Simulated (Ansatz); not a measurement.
System: SnCl2, net charge 0, singlet state. 
Structure (B3LYP-D3(BJ)/def2-TZVP (Ansatz, a first-principles code) minimum search):
SMILES: [Cl][Sn][Cl]
```xyz
3

Sn    -0.0035    -0.0126     0.6287
Cl     1.1924     1.3887    -0.8905
Cl    -1.1822    -1.3517    -0.9587
```
Charge 0, spin multiplicity 1.

Basis-set convergence of Hartree-Fock and CCSD correlation energies (hartree) with Ansatz. Valence correlation only, unless marked. Spin-orbit coupling is left out. The frozen core is the preceding noble-gas configuration, with the filled d and f shells of earlier blocks. In def2 rows, elements after Kr have scalar-relativistic effective core potentials.

```csv
basis,functions,E(HF),"E(corr, CCSD)"
def2-SVPD,86,-1132.18917,-0.38403
def2-TZVPPD,158,-1132.49757,-0.49325
def2-QZVPPD,246,-1132.52433,-0.53381
```

Extrapolating the two largest sets (X = 3 and 4) as X^-3: E(corr) = (64·(-0.53381) - 27·(-0.49325))/37 = -0.5634 Eh, an estimate of the basis-set limit. The largest set recovers 94.7 % of it, the smallest 68.2 %.
